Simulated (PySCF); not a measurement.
Gas-phase equilibrium of 1 mol NO, 1 mol O2 at 2000 K and 0.133 bar, among 8 species (O2, N2, O, NO, O3, N, N2O, NO2). Only gases are allowed; each row takes one source of thermochemistry for all species, and Cantera finds the minimum.

Computed with PySCF and rigid-rotor harmonic-oscillator thermochemistry at 1 bar. Table values come from the NASA 1993 polynomials. After a fit of one offset per element over all species, the range-separated, M06-2X, PBE0/def2-QZVP and CCSD(T)/def2-TZVPP enthalpies, where run, lie to one side of the table for O3 (+19 kJ/mol): a fault of the table's entry, another state or a shared error of the levels is possible; this was not checked at source. † marks an energy on the PBE0/def2-TZVP geometry and frequencies; other levels use their own. Open shells (unrestricted) among the columns below: O2 (multiplicity 3), O (multiplicity 3, electronic degeneracy 9), NO (multiplicity 2, electronic degeneracy 4), N (multiplicity 4), NO2 (multiplicity 2); the rest are closed-shell singlets. Spin-orbit splitting is ignored; it lowers the true energy and changes the entropy of O, NO. The harmonic model lacks anharmonicity and excited electronic states, which grow with temperature; levels with a mode under 35 cm⁻¹ are left out. Strong static correlation: O3.

Molecules larger than those listed are left out. Table species left out: NO3.

Mole fractions:

| thermochemistry | x O | x O2 | x N2 | x NO | x NO2 | x N | x N2O | x O3 |
|---|---|---|---|---|---|---|---|---|
| table | 0.0016 | 0.74 | 0.25 | 0.0081 | 9.6e-6 | 1.2e-9 | 9.3e-8 | 1.4e-8 |
| BLYP/def2-TZVP† | 0.00028 | 0.75 | 0.25 | 0.0094 | 4.0e-5 | 3.1e-10 | 4.3e-7 | 6.0e-9 |
| HF/def2-TZVP† | 0.86 | 6.4e-5 | 0.14 | 7.3e-5 | <1e-12 | 0.0014 | <1e-12 | <1e-12 |
| M06-2X/def2-TZVP† | 0.0014 | 0.75 | 0.25 | 0.0067 | 3.4e-6 | 1.6e-9 | 5.8e-8 | 8.7e-11 |
| PBE/def2-SVP | 4.9e-5 | 0.74 | 0.24 | 0.011 | 0.00031 | 1.8e-10 | 6.0e-6 | 9.9e-9 |
| r2SCAN/def2-TZVP† | 0.00055 | 0.75 | 0.25 | 0.0069 | 4.1e-5 | 3.9e-9 | 6.6e-7 | 7.4e-10 |
| LDA/def2-TZVP† | 1.9e-6 | 0.74 | 0.25 | 0.0074 | 0.0025 | 1.0e-11 | 4.4e-5 | 2.3e-7 |
The most sensitive of these is NO2: it spans a factor of 10^9.4 over these rows; at this temperature one factor of ten is RT ln 10 = 38 kJ/mol.
